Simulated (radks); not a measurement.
Task: The osmium ion Os+, 75 electrons, occupied as [Xe] 4f14 5d6 6s1. All-electron calculation, scalar-relativistic Kohn-Sham, LDA (Slater exchange, Perdew-Zunger correlation), spin-unpolarised, spherical densities, finite nucleus; Fermi nuclear charge, rms radius 5.4126 fm. Program: a radial shooting solver on a logarithmic mesh with Libxc functionals. Some entries of the table are withheld. Estimate them.

orbital  occ.  eigenvalue (hartree)  <1/r> (bohr^-1)  <r> (bohr)
1s          2             -2711.852              (1)     0.01775
2s          2             -472.6243            21.15     0.07495
2p          6             -411.8759            19.05     0.06729
3s          2             -110.2008              (2)      0.1941
3p          6             -92.35492            7.208      0.1947
3d         10             -72.34348            6.802      0.1763
4s          2             -23.46506            3.346      0.4321
4p          6                   (3)            3.033      0.4597
4d         10             -10.32102            2.707         (4)
5s          2              -3.67135            1.338       1.005
4f         14              -2.22028            2.241      0.5565
5p          6              -2.17520            1.130       1.169
5d          6                   (5)           0.7476       1.756
6s          1              -0.49501           0.4578       2.762

Result: 
(1) 1s <1/r> (bohr^-1): 90.35
(2) 3s <1/r> (bohr^-1): 7.837
(3) 4p eigenvalue (hartree): -17.60655
(4) 4d <r> (bohr): 0.4892
(5) 5d eigenvalue (hartree): -0.52935
